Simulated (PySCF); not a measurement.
Input file for PySCF: R-B3LYP/6-311+G** on CH5ClO (a complex), monomers drawn apart or pushed together.

```python
from pyscf import gto, scf, dft, mp
from pyscf.data.elements import chemcore

mol = gto.M(
    atom='''
    O     0.14541781    0.25791158    0.11241167
    H    -0.43692279    0.42195430    0.86624213
    H    -0.41687628   -0.13738397   -0.56120688
    C     0.69259671   -1.11137780    4.12282479
    Cl   -0.92760407   -0.32646558    4.23304249
    H     1.00135559   -1.07939941    3.08270609
    H     1.37587300   -0.55150177    4.75331730
    H     0.59062331   -2.13294308    4.47496339
    ''',
    basis='6-311+g**',
    charge=0, spin=0, verbose=3, max_memory=1800)
mf = dft.RKS(mol, xc='b3lyp')
mf.conv_tol = 1e-8
mf.max_cycle = 100
mf.kernel()
if not mf.converged:
    mf = mf.newton().run(mf.mo_coeff, mf.mo_occ)
```

The log:

```
converged SCF energy = -576.612439194113
```

Self-consistency was reached.

Cost: very roughly 5 core-seconds.
